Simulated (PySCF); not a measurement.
Isomers of C7H11F, from PBE0-D3(BJ)/def2-SVP geometry optimisation, gas phase (PySCF). One conformer each, no zero-point energy, no frequencies.

Question: Which is lowest in electronic energy at this level?
A. `F[C@]12CCC[C@H](C1)C2`: A = 3384, B = 2078, C = 1663 MHz, dipole 1.83 D
B. `F[C@H]1CCC12CCC2`: A = 3167, B = 1828, C = 1481 MHz, dipole 1.54 D
C. `C1C[C@H]2C[C@@]1(CC2)F` (1-fluorobicyclo[2.2.1]heptane): A = 3185, B = 2180, C = 1835 MHz, dipole 1.79 D
D. `[CH2:1]=[CH:2][C@H:3]([F:4])/[CH:5]=[CH:6]/[CH2:7][CH3:8]` with C1–C2–C3–F4 4°, C2–C3–C5–C6 -115°, C5–C6–C7–C8 122°: A = 5483, B = 791.2, C = 729.6 MHz, dipole 2.03 D

Answer: C. That is `F[C@]12CC[C@H](CC1)C2` (1-fluorobicyclo[2.2.1]heptane), 13.1 kcal/mol below the next.

```json
{"SMILES": "F[C@]12CC[C@H](CC1)C2", "mapped SMILES": "[F:1][C@:2]12[CH2:3][CH2:4][C@H:5]([CH2:6][CH2:7]1)[CH2:8]2", "E (Eh)": "-372.53814", "relative (kcal/mol)": "0.0", "relative (kJ/mol)": "0.0", "dipole (D)": "1.79"}
{"SMILES": "F[C@]12CCC[C@H](C1)C2", "mapped SMILES": "[F:1][C@:2]12[CH2:3][CH2:4][CH2:5][C@H:6]([CH2:7]1)[CH2:8]2", "E (Eh)": "-372.51722", "relative (kcal/mol)": "13.1", "relative (kJ/mol)": "54.9", "dipole (D)": "1.83"}
{"SMILES": "F[C@H]1CCC12CCC2", "mapped SMILES": "[F:1][C@H:2]1[CH2:3][CH2:4][C:5]12[CH2:6][CH2:7][CH2:8]2", "E (Eh)": "-372.48198", "relative (kcal/mol)": "35.2", "relative (kJ/mol)": "147.4", "dipole (D)": "1.54"}
{"SMILES": "C=C[C@H](F)/C=C/CC", "mapped SMILES": "[CH2:1]=[CH:2][C@H:3]([F:4])/[CH:5]=[CH:6]/[CH2:7][CH3:8]", "E (Eh)": "-372.47132", "relative (kcal/mol)": "41.9", "relative (kJ/mol)": "175.4", "dipole (D)": "2.03"}
```

As drawn, the highest has a C=C bond outside aromatic rings, which the lowest lacks.
